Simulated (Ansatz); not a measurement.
Gas-phase electronic energies from Ansatz, PBE0-D4/def2-TZVP geometries. CCSD(T)/CBS adds triple-zeta CCSD(T) − MP2 to the extrapolated MP2 energy (def2 sets, frozen cores). This one scheme is used for every species. DFT in def2-TZVPP. B3LYP here is the variant with VWN-RPA as its local correlation; programs differ in this. For Ge outer-core shells are correlated without core-valence functions, which leaves a few kJ/mol of doubt a bond. Scalar relativity is left out up to krypton. Each species was taken in one conformer, which may not be the lowest.

Consider the formal exchange of groups at a Ge–S bond: `[CH3][GeH]([CH3])[SH]` + BH₃ → `[BH2][GeH]([CH3])[CH3]` + H₂S.

`[CH3][GeH]([CH3])[SH]`:

```xyz
12

C     0.132    1.743    0.448
Ge   -0.083   -0.192    0.494
C     0.744   -1.058   -1.045
S    -2.295   -0.525    0.456
H    -0.355    2.201    1.310
H     1.192    2.002    0.467
H    -0.311    2.147   -0.463
H     0.481   -0.783    1.804
H     1.822   -0.882   -1.043
H     0.568   -2.134   -1.017
H     0.319   -0.658   -1.966
H    -2.212   -1.861    0.556
```

BH₃:

Z-matrix (Å, degrees):
```
B
H 1 1.193
H 1 1.193 2 120.0
H 1 1.193 2 120.0 3 180.0
```

`[BH2][GeH]([CH3])[CH3]`:

Z-matrix (Å, degrees):
```
Ge
C 1 1.962
C 1 1.962 2 109.5
B 1 2.059 2 113.6 3 128.2
H 1 1.555 2 107.7 3 -116.7
H 2 1.091 1 110.5 3 177.8
H 2 1.091 1 110.4 3 57.5
H 2 1.091 1 110.4 3 -62.3
H 3 1.092 1 110.4 2 62.2
H 3 1.091 1 110.4 2 -57.6
H 3 1.091 1 110.5 2 -177.8
H 4 1.197 1 121.3 2 -154.6
H 4 1.197 1 121.3 2 27.9
```

H₂S:

Z-matrix (Å, degrees):
```
S
H 1 1.341
H 1 1.341 2 92.3
```

```json
{"level": "r2SCAN-D4", "ΔE (kJ/mol)": "66.5"}
{"level": "B3LYP-D4", "ΔE (kJ/mol)": "69.0"}
```

What does CCSD(T)/CBS give? (Best estimate.)

Computed: +65.5 kJ/mol. The listed levels differ from it by 1.0, 3.5 kJ/mol.

Largest T1 diagnostic among the species: 0.010.

From PBE to PBE0 (25 % exact exchange), in def2-TZVPP and without D4, ΔE moves by +4.8 kJ/mol. The D4 term adds +3.9 kJ/mol with B3LYP and +2.1 kJ/mol with PBE0; it sums over pairs of atoms, weighted by their polarisabilities, and B3LYP, whose exchange is more repulsive, gets the larger term. In def2-TZVPP, CCSD(T) changes the Hartree–Fock value by −13.1 kJ/mol (the triples alone add +0.4 kJ/mol) and MP2 by −3.8 kJ/mol.

CCSD(T)/CBS has its own doubt, a few kJ/mol and more with outer-core shells, so smaller differences from it don't rank the levels.
